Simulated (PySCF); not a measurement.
# Finite-field polarisability of N (nitrogen, neutral)

[He] 2s2 2p3, high-spin 4S determinant. Calculation: PySCF 2.14, in aug-cc-pVTZ with one added diffuse shell each of s, p, d, f type (6s5p4d3f, 62 functions); no relativity, point nucleus. Frozen: 1s2. Energy changes in a uniform field (μhartree):

```tsv
axis	F (au)	HF	MP2	CCSD	CCSD(T)
x	0.0053	-100.676	-101.316	-101.934	-102.670
x	0.0106	-402.944	-405.597	-408.078	-411.038
```

**Question.** Derive α along x at CCSD(T) from the two fields.

**Answer.** With ΔE = −αF²/2 − γF⁴/24, α = −(16 ΔE(F) − ΔE(2F))/(6F²) = 7.308 bohr³.

**Question.** And the mean polarisability at each level?

**Answer.** HF 7.167, MP2 7.212, CCSD 7.256, CCSD(T) 7.308 bohr³. Reference: 7.4 ± 0.2 bohr³ (recommended; Schwerdtfeger and Nagle, table of static dipole polarizabilities (2023 update)).

The same two fields give the second hyperpolarisability, to two digits from the fit; its basis error is larger: HF 610, MP2 840, CCSD 870, CCSD(T) 910 au.
